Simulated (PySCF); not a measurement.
# Computed records: B2FH3

Computed with PySCF 2.14.0. Calculation on a computer-drawn molecule: vertical ionisation energy to the stated ion spin, frozen-core CCSD(T) at the basis limit and cheaper methods, single-reference cases, UHF for radicals, no spin-orbit; all values are single points at the evaluated structure, the first of each entry, which is the reference or a displaced copy of it and isn't optimised; the reference structure only sets the zero of the energies above reference; triples share is (T) over the correlation energy.

Common to all runs: charge 0; multiplicity 1; ion multiplicity 2; diffuse functions no; basis cc-pVnZ; reference is the Hartree-Fock double-zeta minimum; best is HF at quadruple zeta + MP2 correlation extrapolated from triple and quadruple zeta + CCSD(T) minus MP2 at triple zeta; basis step is the size of the change from the same recipe one zeta lower.

(1) B2FH3

Evaluated structure:
```xyz
6
B2FH3
B     -1.1307     0.5275     0.7130
B     -1.4443    -0.4503    -0.6394
F     -1.8178     0.0789    -1.8133
H     -1.9800     0.8214     1.4945
H     -0.0342     0.9399     0.9432
H     -1.3720    -1.6604    -0.6164
```

Reference structure:
```xyz
6
B2FH3
B     -1.1269     0.5310     0.7107
B     -1.4492    -0.4526    -0.6436
F     -1.8141     0.0817    -1.8132
H     -1.9877     0.8141     1.5001
H     -0.0200     0.9376     0.9420
H     -1.3668    -1.6548    -0.6184
```

* ionisation energy best: 11.29 eV
* ionisation energy basis step: 0.02825 eV
* energy above reference best: 0.0215 kcal/mol
* energy above reference basis step: 0.02092 kcal/mol
* ionisation energy Koopmans at triple zeta: 11.81 eV
* ionisation energy EOM CCSD at triple zeta: 11.25 eV
* total energy HF triple zeta: -150.6171 hartree
* total energy CCSD(T) triple zeta: -151.1053 hartree
* total energy best: -151.1794 hartree
* T1 diagnostic at triple zeta: 0.01293
* D1 diagnostic at triple zeta: 0.04082
* ion T1 diagnostic at triple zeta: 0.02582
* ion D1 diagnostic at triple zeta: 0.1155
* ion spin squared at triple zeta: 0.769
* triples share at triple zeta: 0.02868
* basis functions triple zeta: 132
* dipole magnitude HF at triple zeta: 1.147 debye
* dipole magnitude CCSD unrelaxed at triple zeta: 0.9182 debye
* dipole magnitude PBE at triple zeta: 0.7752 debye
* dipole magnitude r2SCAN at triple zeta: 0.8588 debye
* dipole magnitude B3LYP at triple zeta: 0.8993 debye
* dipole magnitude wB97X at triple zeta: 0.9235 debye

Drawn bonds:
```tsv
atom	other atom	order
1	2	1
2	3	1
1	4	1
1	5	1
2	6	1
```

Triple zeta:
```tsv
method	ionisation energy (eV)	energy above reference (kcal/mol)
HF	10.59	0.1126
PBE	10.61	-0.01294
r2SCAN	10.72	-0.02942
B3LYP	10.97	-0.03867
wB97X	11.06	0.002981
MP2	11.17	0.0004044
CCSD	11.21	0.04244
CCSD(T)	11.16	0.035
```

(2) B2FH3

Evaluated structure:
```xyz
6
B2FH3
B     -1.1307     0.5275     0.7130
B     -1.4443    -0.4503    -0.6394
F     -1.7824     0.0288    -1.7021
H     -1.9800     0.8214     1.4945
H     -0.0342     0.9399     0.9432
H     -1.3720    -1.6604    -0.6164
```

Reference structure:
```xyz
6
B2FH3
B     -1.1269     0.5310     0.7107
B     -1.4492    -0.4526    -0.6436
F     -1.8141     0.0817    -1.8132
H     -1.9877     0.8141     1.5001
H     -0.0200     0.9376     0.9420
H     -1.3668    -1.6548    -0.6184
```

- dipole magnitude B3LYP at triple zeta: ?

Drawn bonds:
```tsv
atom	other atom	order
1	2	1
2	3	1
1	4	1
1	5	1
2	6	1
```

Question: What dipole magnitude B3LYP at triple zeta does the calculation give for B2FH3 (entry 2)?
Answer: 0.275 debye

Further results for B2FH3 (entry 2):

* ionisation energy best: 10.86 eV
* ionisation energy basis step: 0.02016 eV
* energy above reference best: 8.284 kcal/mol
* energy above reference basis step: 0.8317 kcal/mol
* ionisation energy Koopmans at triple zeta: 11.32 eV
* ionisation energy EOM CCSD at triple zeta: 10.8 eV
* total energy HF triple zeta: -150.6065 hartree
* total energy CCSD(T) triple zeta: -151.0912 hartree
* total energy best: -151.1663 hartree
* T1 diagnostic at triple zeta: 0.01147
* D1 diagnostic at triple zeta: 0.03492
* ion T1 diagnostic at triple zeta: 0.02075
* ion D1 diagnostic at triple zeta: 0.08694
* ion spin squared at triple zeta: 0.7711
* triples share at triple zeta: 0.02765
* basis functions triple zeta: 132
* dipole magnitude HF at triple zeta: 0.4261 debye
* dipole magnitude CCSD unrelaxed at triple zeta: 0.2793 debye
* dipole magnitude PBE at triple zeta: 0.2085 debye
* dipole magnitude r2SCAN at triple zeta: 0.2586 debye
* dipole magnitude wB97X at triple zeta: 0.2852 debye

Triple zeta:
```tsv
method	ionisation energy (eV)	energy above reference (kcal/mol)
HF	10.1	6.762
PBE	10.23	9.698
r2SCAN	10.33	8.534
B3LYP	10.56	8.561
wB97X	10.63	8.868
MP2	10.72	8.911
CCSD	10.76	8.48
CCSD(T)	10.73	8.85
```
